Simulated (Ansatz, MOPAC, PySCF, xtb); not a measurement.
Donor–acceptor adduct: AlH3 (SMILES [AlH3]) (first 4 atoms) with C2H6O (SMILES COC); geometry from B3LYP-D3(BJ)/def2-TZVP, rigid monomers moved along the line of their centres of mass till Al1···O6 is 3.57 Å.
(charge 0, multiplicity 1):
```csv
atom,x (Å),y (Å),z (Å)
Al,0.0753,-0.2123,0.6521
H,-1.4449,-0.3797,0.1993
H,0.7371,1.2098,0.3630
H,1.0151,-1.5001,0.6271
C,0.2188,-0.8737,5.1489
O,-0.3585,0.0188,4.1889
C,-1.1599,1.0612,4.7570
H,-0.5747,-1.3656,5.7148
H,0.8696,-0.3143,5.8237
H,0.7937,-1.6057,4.5905
H,-1.9930,0.6237,5.3097
H,-1.5361,1.6629,3.9345
H,-0.5470,1.6762,5.4182
```

Monomers are frozen at their geometry in the pair; levels with a basis set take the counterpoise correction. Rows marked so take none.

Cores are frozen in the correlated methods. Rows in 6-311+G**, 6-31G* carry no dispersion term and start afresh at each structure (6-31G* with six Cartesian d functions). MP2/6-31G* freezes PySCF's default core. The state reached by PM6, PM7 isn't checked; PM7 holds dispersion and hydrogen-bond terms.

Codes used: Ansatz (a first-principles code) with Gaussian orbitals; MOPAC for PM6, PM7 (differences of heats of formation); PySCF for 6-311+G** rows, 6-31G* rows, the dispersion terms; xtb for the GFN methods. 

```csv
level,interaction energy (kJ/mol)
PM6,-8.2
PM7,2.0
GFN2-xTB,-27.0
PBE-D3(BJ)/def2-TZVPPD,-21.7
B3LYP/6-31G* (no counterpoise),-24.8
B3LYP/6-311+G** (no counterpoise),[?]
B3LYP-D3(BJ)/def2-TZVPPD,-22.3
MP2/6-31G*,-21.4
MP2/aug-cc-pV(D+d)Z,-22.1
```

**Question.** Some entries are withheld; supply them.

**Answer.** 
- B3LYP/6-311+G** (no counterpoise), interaction energy (kJ/mol): -20.4
